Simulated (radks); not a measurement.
Species: the aluminium ion Al2+. Configuration: [Ne] 3s1 (the NIST ground configuration). All-electron calculation, scalar-relativistic Kohn-Sham, PBE, spin-polarised, spherical densities, point nucleus; open shells are filled with parallel spins first. Program: a radial shooting solver on a logarithmic mesh with Libxc functionals.

X-ray form factor f0, the Fourier transform of the density (f0(0) = 11):

sin(theta)/lambda (1/angstrom),f0 (electrons)
0.05,10.835
0.1,10.395
0.15,9.799
0.2,9.157
0.25,8.526
0.3,7.919
0.4,6.758
0.5,5.667
0.6,4.691
0.8,3.217
1,2.337
1.25,1.766
1.5,1.485
2,1.195
